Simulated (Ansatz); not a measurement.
Reaction (SMILES): [Ge][F] (F-Ge) → F atom + Ge atom
B3LYP-D3(BJ)/def2-TZVP geometries, fixed; electronic energies without zero-point terms.
Largest species:
```
F
Ge 1 1.7699
```
Charge 0, spin multiplicity 2.

Basis-set convergence of the atomisation energy at r2SCAN with Ansatz (a quantum-chemistry and plane-wave program). All functions are spherical. Open shells are unrestricted. No added dispersion term, no relativity. Functions are those of the species that has most. Reference: the value in aug-cc-pV5Z, 124.80 kcal/mol, itself unsure by roughly 0.06 kcal/mol (its mean distance from pcseg-4, aug-pcseg-3, aug-cc-pVQZ). Deviations are taken from unrounded values.

```tsv
basis	functions
def2-SVP	46
def2-SVPD	61
def2-TZVPP	79
def2-TZVPPD	94
def2-QZVP	132
def2-QZVPP	146
def2-QZVPPD	161
```

Question: Which is the smallest def2 set listed that can be trusted to 2 kcal/mol here, that is, within that of the reference together with its larger relatives (same family, alike in diffuse functions; a set with none to test it counts only in the reference's own line)?

Answer: The smallest set listed that lies within 2 kcal/mol of the reference with all its larger relatives (same family, alike in diffuse functions; a set with none counts only in the reference's own line) is def2-SVPD (61 functions, -1.47 kcal/mol off). Value minus reference: def2-SVP -3.29, def2-SVPD -1.47, def2-TZVPP -0.76, def2-TZVPPD -0.30, def2-QZVP -0.33, def2-QZVPP -0.23, def2-QZVPPD -0.09 kcal/mol.
